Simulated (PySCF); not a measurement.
Harmonic spectrum computed at PBE0 in the def2-SVP basis family (core potentials from Rb on, PySCF, no spin–orbit coupling):

```csv
ω (cm⁻¹),IR (km/mol)
117,0.7
165,14.0
263,33.9
274,0.0
297,14.9
604,0.0
651,202
688,72.6
691,45.8
```

Question: Which molecule gave it? In each, all ligands are bound to the one heavy central atom.
A. TeF₄ (singlet)
B. SbF₄ (doublet)
C. IF₄ (doublet)
D. BrF₄ (doublet)

Answer: A. It has C2v symmetry with Te–F 1.890 Å (×2), Te–F 1.941 Å (×2).
